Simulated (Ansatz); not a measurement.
Basis sets compared for the cluster TlH₂. Charge 0, multiplicity 2. Geometry r2SCAN-D4/def2-TZVP. Ansatz on 4 threads of Intel Xeon on a shared host; times are rough, and most runs start from earlier orbitals.

```tsv
atom	x (Å)	y (Å)	z (Å)
Tl1	-0.536	-0.132	-0.080
H2	0.297	0.805	-1.373
H3	0.239	-0.673	1.453
```

In the def2 sets Tl takes a core potential; there is no spin–orbit coupling. The structure comes from a short search, and lower isomers may exist.

Binding counts from free atoms (Tl doublet, H doublet) in the same basis, without a counterpoise term.

| level | functions | energy (Eh) | HOMO (eV) | LUMO (eV) | binding per atom (eV) | wall time |
| --- | --- | --- | --- | --- | --- | --- |
| PBE-D4/def2-SVP | 36 | -173.6579 | -4.42 | -3.51 | 1.19 | 0.25 s |
| PBE-D4/def2-TZVP (with forces) | 62 | -173.6680 | -4.48 | -3.57 | 1.21 | 0.45 s |
| r2SCAN-D4/def2-TZVP | 62 | -173.7166 | -4.81 | -3.19 | 1.26 | 0.75 s |
| PBE0-D4/def2-SVP | 36 | -173.6249 | -5.36 | -2.67 | 1.17 | 0.35 s |
| PBE0-D4/def2-TZVP | 62 | -173.6330 | -5.41 | -2.72 | 1.20 | 0.7 s |

(1) Estimate the rows for PBE-D4/def2-TZVPD, r2SCAN-D4/def2-TZVPD, PBE0-D4/def2-TZVPD.

## Answers

(1) 
```json
{"level": "PBE-D4/def2-TZVPD", "functions": "74", "energy (Eh)": "-173.6682", "HOMO (eV)": "-4.49", "LUMO (eV)": "-3.58", "binding per atom (eV)": "1.21", "wall time": "0.5 s"}
{"level": "r2SCAN-D4/def2-TZVPD", "functions": "74", "energy (Eh)": "-173.7169", "HOMO (eV)": "-4.82", "LUMO (eV)": "-3.19", "binding per atom (eV)": "1.26", "wall time": "0.85 s"}
{"level": "PBE0-D4/def2-TZVPD", "functions": "74", "energy (Eh)": "-173.6332", "HOMO (eV)": "-5.42", "LUMO (eV)": "-2.72", "binding per atom (eV)": "1.20", "wall time": "0.5 s"}
```
